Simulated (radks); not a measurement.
Task: These are the eigenvalues of the occupied orbitals of an atom or ion with whole-number occupations (eV). All-electron calculation, Dirac Kohn-Sham, LDA (Slater exchange, Perdew-Wang correlation), spin-unpolarised, spherical densities, point nucleus. Program: a radial shooting solver on a logarithmic mesh with Libxc functionals.

1s1/2: -13297.12
2s1/2: -1735.483
2p1/2: -1564.896
2p3/2: -1517.484
3s1/2: -242.8114
3p1/2: -183.4844
3p3/2: -176.6384
3d3/2: -73.3172
3d5/2: -72.2292
4s1/2: -25.1765
4p1/2: -12.6993
4p3/2: -12.1259
5s1/2: -2.2026

Which element is it, and in what charge state? The configuration may be excited. Open shells, if any, fill j = l - 1/2 first.

Result: Z = 35, bromine, charge 0: Br in [Ar] 3d10 4s2 4p4 5s1. The list shows which subshells hold electrons but not how many an open one holds; the 1s level, -488.66 hartree, gives Z - s = 31.3 by -(Z - s)^2/2, which with screening and relativity narrows Z to a few neighbours, and the depths of the outer levels then fix element, charge and occupations together.
